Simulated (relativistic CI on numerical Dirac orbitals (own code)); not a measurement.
Co XXV: computed level list

Calculated at this level of theory: Dirac-Coulomb-Breit CI, KLI orbitals optimised for each configuration, a model potential for QED, unscaled Slater integrals (own radial code, finite nucleus).

Configurations in the expansion (outside the closed core 1s2): 2s, 2p, 3s, 3p, 3d, 4s, 4p, 4d, 4f, 5s, 5p, 5d, 5f, 5g, 6s, 6p, 6d. Levels of other configurations are missing.

The lowest level is 2s 2S_1/2, with 100 % of that term; Hund's rules for 2s give 2S with J = 1/2, in agreement.

```csv
No.,Configuration,Term,J,E (10³ cm⁻¹),%,Landé g,Lifetime (s)
1,2s,2S,1/2,0.0,100,1.996,
2,2p,2P°,1/2,410.7,100,0.660,5.22e-10
3,2p,2P°,3/2,562.1,100,1.330,2.00e-10
4,3s,2S,1/2,10049.8,100,2.000,3.08e-13
5,3p,2P°,1/2,10163.9,100,0.663,1.13e-13
6,3p,2P°,3/2,10208.6,100,1.332,1.17e-13
7,3d,2D,3/2,10251.1,100,0.798,3.85e-14
8,3d,2D,5/2,10265.3,100,1.199,3.90e-14
9,4s,2S,1/2,13512.5,100,2.001,4.52e-13
10,4p,2P°,1/2,13559.5,100,0.664,1.91e-13
11,4p,2P°,3/2,13578.3,100,1.333,1.97e-13
12,4d,2D,3/2,13595.9,100,0.798,8.92e-14
13,4d,2D,5/2,13601.9,100,1.199,9.05e-14
14,4f,2F°,5/2,13602.9,100,0.856,1.84e-13
15,4f,2F°,7/2,13605.8,100,1.142,1.85e-13
16,5s,2S,1/2,15101.9,100,2.001,7.07e-13
17,5p,2P°,1/2,15125.7,100,0.665,3.24e-13
18,5p,2P°,3/2,15135.3,100,1.333,3.33e-13
19,5d,2D,3/2,15144.3,100,0.799,1.71e-13
20,5d,2D,5/2,15147.4,100,1.200,1.74e-13
21,5f,2F°,5/2,15147.9,100,0.856,3.56e-13
22,5f,2F°,7/2,15149.4,100,1.143,3.57e-13
23,5g,2G,7/2,15149.4,100,0.888,5.99e-13
24,5g,2G,9/2,15150.3,100,1.111,6.00e-13
25,6s,2S,1/2,15960.8,100,2.002,1.07e-12
26,6p,2P°,1/2,15974.5,100,0.665,5.15e-13
27,6p,2P°,3/2,15980.0,100,1.334,5.30e-13
28,6d,2D,3/2,15985.2,100,0.799,2.90e-13
29,6d,2D,5/2,15987.0,100,1.200,2.95e-13
```

Energies count from the lowest computed level; ° marks odd parity; lifetimes are radiative, by E1, M1, E2, M2 decay to levels of this space only.

The mean weight of the leading LS term, summed over parents, in these 29 levels is 100 %, and that of the leading jj configuration (from the same eigenvectors) 100 %.

At this charge energies of transitions that change n are usually good to better than 1 %, and those within a shell (Δn = 0) to a few per cent.
